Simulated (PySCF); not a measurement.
**B4H7N3O3**

The system: B4H7N3O3, a molecule; neutral, singlet. The structure, one conformer, was relaxed in the gas phase by PBE0-D3(BJ)/def2-SVP. No frequency run checks that it is a minimum.

SMILES: OB(O)ON1BNBNB1

```tsv
atom	x (Å)	y (Å)	z (Å)
B1	-0.174	1.372	-0.156
N2	-1.530	1.586	0.220
B3	-2.288	0.651	0.987
N4	-1.631	-0.555	1.374
B5	-0.278	-0.850	1.042
N6	0.406	0.126	0.249
O7	1.748	-0.092	-0.040
B8	2.019	-0.781	-1.217
O9	1.053	-1.216	-2.057
O10	3.323	-1.014	-1.505
H11	0.467	2.166	-0.794
H12	-1.970	2.452	-0.062
H13	-3.435	0.871	1.294
H14	-2.145	-1.232	1.923
H15	0.278	-1.863	1.380
H16	0.175	-0.980	-1.739
H17	3.901	-0.657	-0.823
```

Shieldings: GIAO PBE0/pcSseg-1. Shifts are against computed references at the same level: H TMS (σ 31.27 ppm). Core levels by delta-SCF with SCAN, pcX-2 on the ionised atom and pcseg-1 elsewhere, spin-free X2C; from the vacuum level, for chosen atoms.

Question: Give the NMR and core-level values of the distinct atoms.

Answer: 
```
atoms  bonded to  σ (ppm)  δ (ppm)  core level (eV)
   B1  2 N + 1 H     71.7        -        1s 196.12
N2 N4  2 B + 1 H    122.6        -        1s 405.13
   B3  2 N + 1 H     73.4        -                -
   B5  2 N + 1 H     71.7        -        1s 196.13
   N6  2 B + 1 O     35.9        -        1s 406.21
   O7  1 B + 1 N    157.1        -        1s 539.17
   B8        3 O     80.3        -                -
   O9  1 B + 1 H    245.5        -                -
  O10  1 B + 1 H    255.7        -                -
  H11        1 B    26.31     4.96                -
  H12        1 N    25.50     5.77                -
  H13        1 B    26.49     4.78                -
  H14        1 N    25.50     5.77                -
  H15        1 B    26.32     4.95                -
  H16        1 O    28.16     3.11                -
  H17        1 O    28.32     2.95                -
```

Values are those of this one static structure; atoms that internal rotation interchanges would show their mean in an NMR spectrum.

The core-hole states of B1, B5 are spin-contaminated (⟨S²⟩ 0.83, 0.82 against 0.75 for a pure doublet), so those values and differences from them are less sure.

Question: Which of N2, N6 holds its core electrons tightest, and by how much against the loosest?

Answer: N6 (bonded to 2 B + 1 O), by 1.08 eV over N2 (bonded to 2 B + 1 H).

Question: By CAM-B3LYP/def2-SVPD (TDDFT singlets, Tamm-Dancoff triplets, ionisation by delta-SCF), where does absorption start, and what does vertical ionisation take?

Answer: The lowest singlet lies at 6.57 eV (f 0.014), the strongest of the first 6 at 7.68 eV (f 0.216), the lowest triplet at 6.11 eV; vertical ionisation takes 10.11 eV.
